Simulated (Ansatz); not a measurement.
Consider the isomerisation: `CC1BO1` → `B/C=C/O`.

Computed with Ansatz on PBE0-D4/def2-TZVP structures; ΔE is electronic, products minus reactants. CCSD(T)/CBS is the MP2 limit (def2-TZVPP, def2-QZVPP) plus CCSD(T) − MP2 in def2-TZVPP, frozen cores. This one scheme is used for every species. Each species was taken in one conformer, which may not be the lowest.

`CC1BO1`:

Z-matrix (Å, degrees):
```
C
C 1 1.496
H 1 1.094 2 109.3
H 1 1.092 2 111.8 3 119.4
H 1 1.094 2 111.5 3 -119.1
B 2 1.513 1 125.0 3 -110.2
O 2 1.510 1 114.8 3 -170.0
H 2 1.089 1 114.7 3 60.8
H 6 1.185 2 159.2 1 81.4
```

`B/C=C/O`:

Z-matrix (Å, degrees):
```
B
C 1 1.509
H 1 1.200 2 119.0
H 1 1.197 2 121.9 3 -180.0
C 2 1.349 1 119.1 3 -0.0
H 2 1.091 1 123.2 3 180.0
O 5 1.331 2 127.3 1 -180.0
H 5 1.086 2 121.6 1 0.0
H 7 0.965 5 109.4 2 0.0
```

```
  species  MP2/def2-TZVPP energy (Eh)
 `CC1BO1`                  -178.92068
`B/C=C/O`                  -178.89703
```

Task: Work out ΔE.

Result: ΔE = (-178.89703) − (-178.92068) = 0.02365 Eh = +62.1 kJ/mol. CCSD(T)/CBS gives +56.9 kJ/mol.

Largest T1 diagnostic among the species: 0.015.

In def2-TZVPP, CCSD(T) changes the Hartree–Fock value by +27.0 kJ/mol (the triples alone add +0.7 kJ/mol) and MP2 by +33.0 kJ/mol.
